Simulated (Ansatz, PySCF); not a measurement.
Au2H6S2Si3, SMILES [Au][S][SiH2][SiH2][SiH2][S][Au], multiplicity 1.

The structure is a stationary point at B3LYP-D3(BJ)/def2-SVP. The multiplicity is an assumed one; no other spin state was optimised. The def2 effective core potentials stand for the cores of Au; spin–orbit coupling is left out. Other conformers were not sampled.

Vertical ionisation energy (IE) and electron affinity (EA) in eV. Rows of orbital energies are one-electron estimates. Where ΔSCF, EOM or ADC give a negative EA the extra electron is unbound and the value depends on the basis.

```csv
level,IE,EA
"−ε(HOMO), −ε(LUMO), M06-2X/def2-SVP (PySCF)",7.69,2.46
"−ε(HOMO), −ε(LUMO), PBE/def2-SVP (PySCF)",5.60,4.09
"ΔSCF, PBE/def2-SVPD (Ansatz), final states of multiplicity 2 and 2",7.76,2.38
```

**Question.** What vertical singlet–triplet gap does ΔSCF give with PBE/def2-SVPD (Ansatz, a program for electronic structure)? (Estimate from the structure and the level; the computed values follow.)

**Answer.** 1.55 eV (triplet above singlet where positive).
